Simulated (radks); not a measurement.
Excited configurations of Nb III: one electron is placed in a higher orbital outside [Kr] 4d2. The ground configuration is [Kr] 4d3. Method: Dirac Kohn-Sham, BLYP, spin-unpolarised, spherical densities, finite nucleus; open shells fill j = l - 1/2 first; Fermi nuclear charge, rms radius 4.324 fm; computed with a radial shooting solver on a logarithmic mesh with Libxc functionals. Excitation = E - E(ground); binding = E(ion) - E, where the ion is the core of charge +3; n* = 3/sqrt(2 binding) in atomic units, and the quantum defect is n - n*.

| outer orbital | excitation (eV) | binding (eV) | n* | quantum defect | eigenvalue (eV) | <r> (bohr) |
|---|---|---|---|---|---|---|
| 5f5/2 | 19.083 | 5.638 | 4.660 | 0.340 | -4.550 | 8.969 |
| 6s1/2 | 13.944 | 10.777 | 3.371 | 2.629 | -9.209 | 5.856 |
| 7p1/2 | 18.953 | 5.768 | 4.608 | 2.392 | -4.928 | 10.63 |
| 7f5/2 | 21.726 | 2.995 | 6.394 | 0.606 | -2.538 | 19.23 |

Estimate the row for 5p1/2.

Answer. excitation (eV) 7.503; binding (eV) 17.218; n* 2.667; quantum defect 2.333; eigenvalue (eV) -14.120; <r> (bohr) 3.449. The Delta-SCF ionisation energy is 24.721 eV (NIST Atomic Spectra Database: 25.040 eV, semi-empirical). Self-interaction in the functional shifts the binding energies and quantum defects, so they are the method's values and not measured ones. Spin polarisation and multiplet splitting are left out, so open shells lie too high by an amount that depends on their filling.

Beside tabulated values, note that spin-unpolarised runs miss the spin-polarisation part of the exchange energy of open shells.
